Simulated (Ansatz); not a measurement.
One change: `B[BH][GeH3]` becomes `BBC`.

Ansatz, PBE0-D4/def2-TZVP geometries, multiplicity 1. 

Scalar relativity is left out up to krypton.

| property | `B[BH][GeH3]` |
| --- | --- |
| HOMO–LUMO gap (B3LYP/def2-TZVPP) / eV | 5.43 |
| LUMO energy (PBE/def2-TZVPP) / eV | -3.04 |
| LUMO energy (ωB97M-V/def2-TZVPP) / eV | -0.12 |
| HOMO–LUMO gap (PBE0/def2-TZVPP) / eV | 5.80 |
| LUMO energy (B3LYP/def2-TZVPP) / eV | -2.27 |
| size of the dipole moment (B3LYP/def2-TZVPP) / D | 0.42 |

Task: What does the change do to each property? (Best estimate.)

Result: Computed: 
```tsv
property	`BBC`	shift
HOMO–LUMO gap (B3LYP/def2-TZVPP) / eV	6.07	0.64
LUMO energy (PBE/def2-TZVPP) / eV	-2.56	0.48
LUMO energy (ωB97M-V/def2-TZVPP) / eV	0.35	0.47
HOMO–LUMO gap (PBE0/def2-TZVPP) / eV	6.46	0.66
LUMO energy (B3LYP/def2-TZVPP) / eV	-1.78	0.49
size of the dipole moment (B3LYP/def2-TZVPP) / D	0.71	0.29
```

With PBE0 the HOMO falls by 0.12 eV and the LUMO rises by 0.54 eV, so the gap widens by about 0.66 eV. PBE moves the HOMO by 0.06 eV and ωB97M-V by -0.28 eV. Dipoles are sizes alone; their direction can turn.

B3LYP here is the variant with VWN-RPA as its local correlation; programs differ in this.
